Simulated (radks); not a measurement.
Ti, 22 electrons, occupied as [Ar] 3d2 4s2. Method: scalar-relativistic Kohn-Sham, BLYP, spin-polarised, spherical densities, point nucleus; open shells are filled with parallel spins first; computed with a radial shooting solver on a logarithmic mesh with Libxc functionals.

X-ray form factor f0, the Fourier transform of the density (f0(0) = 22):

| sin(theta)/lambda (1/angstrom) | f0 (electrons) |
|---|---|
| 0.05 | 21.205 |
| 0.1 | 19.455 |
| 0.15 | 17.634 |
| 0.2 | 16.007 |
| 0.25 | 14.536 |
| 0.3 | 13.183 |
| 0.4 | 10.873 |
| 0.5 | 9.176 |
| 0.6 | 8.025 |
| 0.8 | 6.671 |
| 1 | 5.739 |
| 1.25 | 4.648 |
| 1.5 | 3.657 |
| 2 | 2.294 |
